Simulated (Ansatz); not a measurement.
`F[Si](F)(F)B(Cl)Cl` and `O[Si](F)(F)F` differ in one atom or group.

Ansatz, PBE0-D4/def2-TZVP geometries, multiplicity 1. Each molecule was computed in one conformer, which needn't be the lowest.

```csv
property,`F[Si](F)(F)B(Cl)Cl`
HOMO energy (PBE0/def2-TZVPP) / eV,-9.15
HOMO–LUMO gap (PBE/def2-TZVPP) / eV,4.05
HOMO–LUMO gap (PBE0/def2-TZVPP) / eV,6.30
HOMO–LUMO gap (ωB97M-V/def2-TZVPP) / eV,10.55
HOMO energy (ωB97M-V/def2-TZVPP) / eV,-11.29
LUMO energy (PBE/def2-TZVPP) / eV,-3.70
```

Question: What does the change do to each property? (Best estimate.)

Answer: Computed: 
| property | `O[Si](F)(F)F` | shift |
| --- | --- | --- |
| HOMO energy (PBE0/def2-TZVPP) / eV | -10.70 | -1.55 |
| HOMO–LUMO gap (PBE/def2-TZVPP) / eV | 8.06 | 4.01 |
| HOMO–LUMO gap (PBE0/def2-TZVPP) / eV | 10.88 | 4.58 |
| HOMO–LUMO gap (ωB97M-V/def2-TZVPP) / eV | 14.92 | 4.37 |
| HOMO energy (ωB97M-V/def2-TZVPP) / eV | -13.20 | -1.91 |
| LUMO energy (PBE/def2-TZVPP) / eV | -0.75 | 2.95 |

With PBE0 the HOMO falls by 1.55 eV and the LUMO rises by 3.02 eV, so the gap widens by about 4.57 eV. PBE moves the HOMO by -1.06 eV and ωB97M-V by -1.91 eV.
